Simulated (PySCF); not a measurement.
Compound: C3H6ClFSi.
Numbering: `[F:1][Si@@H:2]1[CH2:3][CH2:4][C@H:5]1[Cl:6]` (hydrogens: H7 on Si2; H8, H9 on C3; H10, H11 on C4; H12 on C5)

Method: PySCF, PBE0-D3(BJ)/def2-SVP geometry optimisation, gas phase; density fitting, grid level 1; the optimiser is geomeTRIC in internal coordinates, started from a GFN2-xTB structure with every atom displaced at random (about 0.01 Å).

The end geometry, which sets the zero of energy:
```
atom  x, y, z in Å
F1      1.4698    0.2271    2.2743
Si2     1.0441   -0.1615    0.7550
C3      0.3226    1.1565   -0.3721
C4     -0.6796    0.0626   -0.8316
C5     -0.6852   -0.8428    0.4254
Cl6    -1.0087   -2.5679    0.1564
H7      2.1440   -0.9816    0.1820
H8      0.9258    1.6214   -1.1634
H9     -0.1815    1.9506    0.2009
H10    -0.2670   -0.5075   -1.6796
H11    -1.6744    0.4258   -1.1330
H12    -1.4141   -0.4743    1.1636
```

Question: These geometries come from the run, each turned onto the end geometry. Order them by energy, lowest first.
A.
```
atom  x, y, z in Å
F1      1.2922    0.3640    2.3027
Si2     1.0353   -0.1533    0.7766
C3      0.3793    1.1190   -0.4390
C4     -0.7647    0.1209   -0.7848
C5     -0.6649   -0.8882    0.3990
Cl6    -0.7884   -2.6092   -0.0528
H7      2.2172   -0.9833    0.4249
H8      1.0151    1.4112   -1.2876
H9      0.0199    2.0329    0.0560
H10    -0.5646   -0.4032   -1.7295
H11    -1.7575    0.5892   -0.8585
H12    -1.4230   -0.6919    1.1706
```
B.
```
atom  x, y, z in Å
F1      1.2232    0.4002    2.3759
Si2     1.0102   -0.1275    0.8692
C3      0.4152    1.0941   -0.4490
C4     -0.7750    0.1327   -0.7329
C5     -0.6523   -0.9114    0.4053
Cl6    -0.7223   -2.6065   -0.1567
H7      2.1780   -0.9029    0.3694
H8      1.0518    1.2847   -1.3344
H9      0.1086    2.0657   -0.0648
H10    -0.6728   -0.3658   -1.6986
H11    -1.7501    0.6439   -0.7830
H12    -1.4186   -0.7989    1.1773
```
C.
```
atom  x, y, z in Å
F1      1.3758    0.3009    2.2729
Si2     1.0570   -0.1683    0.7518
C3      0.3510    1.1358   -0.4011
C4     -0.7081    0.0815   -0.8166
C5     -0.6742   -0.8559    0.4125
Cl6    -0.9676   -2.5781    0.0824
H7      2.1947   -0.9985    0.2747
H8      0.9294    1.5886   -1.2168
H9     -0.0995    1.9487    0.1932
H10    -0.3640   -0.4842   -1.6981
H11    -1.7058    0.4789   -1.0623
H12    -1.3928   -0.5412    1.1851
```
D.
```
atom  x, y, z in Å
F1      1.4095    0.2681    2.2756
Si2     1.0544   -0.1661    0.7532
C3      0.3402    1.1439   -0.3872
C4     -0.6933    0.0724   -0.8221
C5     -0.6781   -0.8490    0.4184
Cl6    -0.9917   -2.5720    0.1179
H7      2.1735   -0.9900    0.2241
H8      0.9259    1.6077   -1.1913
H9     -0.1369    1.9479    0.1980
H10    -0.3199   -0.4976   -1.6895
H11    -1.6895    0.4530   -1.0991
H12    -1.3980   -0.5101    1.1797
```
E.
```
atom  x, y, z in Å
F1      1.3406    0.3458    2.2675
Si2     1.0545   -0.1706    0.7472
C3      0.3614    1.1269   -0.4225
C4     -0.7359    0.0978   -0.8110
C5     -0.6698   -0.8688    0.4034
Cl6    -0.9126   -2.5915    0.0243
H7      2.2214   -1.0104    0.3701
H8      0.9444    1.5430   -1.2557
H9     -0.0427    1.9604    0.1738
H10    -0.4363   -0.4555   -1.7129
H11    -1.7346    0.5242   -0.9905
H12    -1.3944   -0.5931    1.1841
```

Answer: D (0.004 eV), C (0.008 eV), E (0.018 eV), A (0.030 eV), B (0.129 eV).

In the order of the answer:

```json
{"step": "10", "E above end (eV)": "0.004", "largest force (eV/Å)": "0.17", "rms force component (eV/Å)": "0.054", "rms distance from end (Å)": "0.042", "rms bond change (Å)": "0.002", "bond most changed (Å)": "Si2–C5 +0.004"}
{"step": "9", "E above end (eV)": "0.008", "largest force (eV/Å)": "0.15", "rms force component (eV/Å)": "0.047", "rms distance from end (Å)": "0.078", "rms bond change (Å)": "0.002", "bond most changed (Å)": "Si2–C5 +0.006"}
{"step": "7", "E above end (eV)": "0.018", "largest force (eV/Å)": "0.23", "rms force component (eV/Å)": "0.057", "rms distance from end (Å)": "0.138", "rms bond change (Å)": "0.003", "bond most changed (Å)": "F1–Si2 +0.006"}
{"step": "5", "E above end (eV)": "0.030", "largest force (eV/Å)": "0.26", "rms force component (eV/Å)": "0.068", "rms distance from end (Å)": "0.229", "rms bond change (Å)": "0.005", "bond most changed (Å)": "C4–C5 +0.010"}
{"step": "1", "E above end (eV)": "0.129", "largest force (eV/Å)": "1.47", "rms force component (eV/Å)": "0.298", "rms distance from end (Å)": "0.314", "rms bond change (Å)": "0.009", "bond most changed (Å)": "Si2–C3 +0.015"}
```

What follows is the cost of the whole optimisation. Time: 2.0 min of wall time; peak memory 0.49 GiB. Hardware: Arm Neoverse N1, one thread, shared host.
